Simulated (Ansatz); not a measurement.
A thermochemical cycle in electronic energies (no zero-point or thermal terms), species as SMILES, kcal/mol. Geometries: B3LYP-D3(BJ)/def2-TZVP minima from Ansatz (an electronic-structure program). Cores are frozen in the correlated levels unless marked. UHF or UKS for open shells. Spin-orbit coupling is left out. Non-relativistic. CBS marks a two-point X^-3 extrapolation of the correlation energy; Hartree-Fock from the larger set. Anions need diffuse functions, of which def2-TZVPD holds fewer than the aug- sets.

```csv
step,"CCSD(T)/CBS(aug-cc-pVTZ,aug-cc-pVQZ) (Ansatz)",B3LYP-D3(BJ)/def2-TZVPD (Ansatz + dftd3)
bond energy D: O (H2O) → [OH] (HO) + H atom,125.9,122.1
deprotonation energy A: O (H2O) → [OH-] + H+,397.2,394.6
"ionisation of the H atom at the same level, IE",313.7,315.1
```

Problem. Find the electron affinity EA, positive where the anion is bound: [OH] (HO) + e- → [OH-].

Solution. Breaking the bond, ionising the H atom and attaching the electron to the radical add up to the deprotonation, A = D + IE - EA. At CCSD(T)/CBS(aug-cc-pVTZ,aug-cc-pVQZ): EA = D + IE - A = 125.9 + 313.7 - 397.2 = 42.4. At B3LYP-D3(BJ)/def2-TZVPD: EA = D + IE - A = 122.1 + 315.1 - 394.6 = 42.6. The functional differs from the first level by -3.8 in D, +0.2 in EA and -2.6 in A; for EA and A the gap mixes functional and basis.
